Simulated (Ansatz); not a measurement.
`[SiH3]BOCS` + `C[SeH]` → `C[Se]B[SiH3]` + `OCS`  (ligand exchange at a B–O bond)

Program: Ansatz. Geometries: PBE0-D4/def2-TZVP. ΔE: electronic, gas phase. CBS: MP2 limit from def2 TZ/QZ plus the TZ coupled-cluster correction, frozen cores. Functionals use def2-TZVPP. B3LYP here is the variant with VWN-RPA as its local correlation; programs differ in this. For Se outer-core shells are correlated without core-valence functions, which leaves a few kJ/mol of doubt a bond. Scalar relativity is left out up to krypton. Each species was taken in one conformer, which may not be the lowest.

`[SiH3]BOCS`:

Cartesian coordinates in Å:
```
Si 1.188 1.928 -0.868
B 0.288 0.125 -0.687
O 0.062 -0.377 0.543
C -0.590 -1.616 0.729
S -2.345 -1.447 1.084
H 0.297 2.859 -1.617
H 1.529 2.551 0.440
H 2.442 1.789 -1.664
H -0.046 -0.528 -1.645
H -0.533 -2.224 -0.178
H -0.092 -2.131 1.549
H -2.201 -0.928 2.314
```

`C[SeH]`:

Cartesian coordinates in Å:
```
C 0.159 0.314 0.417
Se 0.417 -0.727 -1.210
H -0.517 1.146 0.236
H 1.142 0.700 0.685
H -0.210 -0.318 1.221
H -0.992 -1.115 -1.349
```

`C[Se]B[SiH3]`:

Cartesian coordinates in Å:
```
C 1.028 0.780 -2.159
Se 1.190 0.503 -0.233
B -0.474 -0.229 0.254
Si -0.787 -0.690 2.180
H 1.791 0.188 -2.662
H 1.181 1.836 -2.373
H 0.035 0.468 -2.474
H -1.295 -0.396 -0.598
H -1.102 -2.141 2.315
H 0.389 -0.390 3.042
H -1.955 0.071 2.707
```

`OCS`:

Cartesian coordinates in Å:
```
O -1.169 0.230 -0.356
C 0.135 -0.273 -0.206
S 0.625 -0.248 1.519
H -1.381 0.238 -1.295
H 0.206 -1.329 -0.495
H 0.860 0.297 -0.795
H 0.724 1.087 1.627
```

```
             level  ΔE (kJ/mol)  difference from CCSD(T)/CBS
            PBE-D4         32.9                         -3.1
         r2SCAN-D4         37.0                          1.0
           PBE0-D4         34.7                         -1.3
          B3LYP-D4         47.1                         11.1
           ωB97X-V         46.5                         10.5
           ωB97M-V         46.0                         10.0
            B2PLYP         45.6                          9.6
               PBE         34.1                         -1.9
            r2SCAN         36.9                          0.9
              PBE0         35.7                         -0.3
             B3LYP         49.5                         13.5
     HF/def2-TZVPP         60.2                         24.2
    MP2/def2-TZVPP         35.6                         -0.4
SCS-MP2/def2-TZVPP         42.7                          6.7
   CCSD/def2-TZVPP         43.9                          7.9
CCSD(T)/def2-TZVPP         40.6                          4.6
     HF/def2-QZVPP         61.2                         25.2
    MP2/def2-QZVPP         33.3                         -2.7
SCS-MP2/def2-QZVPP         40.6                          4.6
      HF/CBS(def2)         61.3                         25.3
     MP2/CBS(def2)         30.9                         -5.1
    CCSD/CBS(def2)         39.2                          3.2
       CCSD(T)/CBS         36.0                            0
```

Largest T1 diagnostic among the species: 0.014.

In def2-TZVPP, CCSD(T) changes the Hartree–Fock value by −19.6 kJ/mol (the triples alone add −3.3 kJ/mol) and MP2 by −24.6 kJ/mol.
